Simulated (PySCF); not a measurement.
PySCF input for C₃H₁₀O₂Si, SMILES O[Si@H](C)OCC, PBE/pcSseg-1. Geometry optimised at PBE0-D3(BJ)/def2-SVP. The structure was generated by enumeration; whether it is a known compound was not checked. Other conformers were not sampled.

```python
import numpy as np
from pyscf import gto, scf, dft
from pyscf.prop.nmr import rks as nmr

mol = gto.M(
    atom='''
    C     2.93138861   -0.07338640   -0.68171364
    C     1.51867123    0.42770580   -0.87296002
    O     0.65641928   -0.23600550    0.01506729
    Si   -0.88510621    0.25859883    0.40652992
    C    -2.11633479   -0.13592339   -0.92528418
    O    -1.34404941   -0.58725551    1.75484606
    H     3.62142802    0.42204959   -1.38136609
    H     3.27357557    0.12325968    0.34536731
    H     2.97823884   -1.15899858   -0.85355907
    H     1.48134535    1.52354956   -0.70958384
    H     1.19782828    0.25411956   -1.91871924
    H    -0.81734109    1.73337192    0.67034310
    H    -3.13045400    0.17340242   -0.62930644
    H    -1.86171240    0.38263936   -1.86280104
    H    -2.12916638   -1.21915658   -1.12066098
    H    -0.72356442   -0.57890851    2.48930779
    ''',
    basis='pcSseg-1',
    charge=0,
    spin=0,
    max_memory=1600,
    verbose=3,
)
mf = dft.RKS(mol, xc='pbe')
mf.grids.level = 3
mf.conv_tol = 1e-10
mf.max_cycle = 100
mf.kernel()
n = nmr.NMR(mf)
n.verbose = 2
n.max_cycle_cphf = 60
sigma = n.kernel()
print('atom   isotropic/ppm   span/ppm')
for i, s in enumerate(sigma):
    w = np.linalg.eigvalsh((s + s.T) / 2)
    print(f'{mol.atom_symbol(i):2s}{i + 1:3d} {w.mean():14.3f} {w[2] - w[0]:11.3f}')
```

Log of the run:

```
converged SCF energy = -559.851741544164
atom   isotropic/ppm   span/ppm
C   1        159.641      37.519
C   2        118.349      69.563
O   3        251.120      83.960
Si  4        341.360      61.399
C   5        182.537      15.131
O   6        274.500      62.165
H   7         30.240       9.956
H   8         29.940       8.387
H   9         29.785       8.379
H  10         27.396       9.035
H  11         27.428      10.347
H  12         25.915       7.702
H  13         30.983      10.775
H  14         31.209      10.004
H  15         31.010       9.954
H  16         29.759      20.095
```

The run converged.
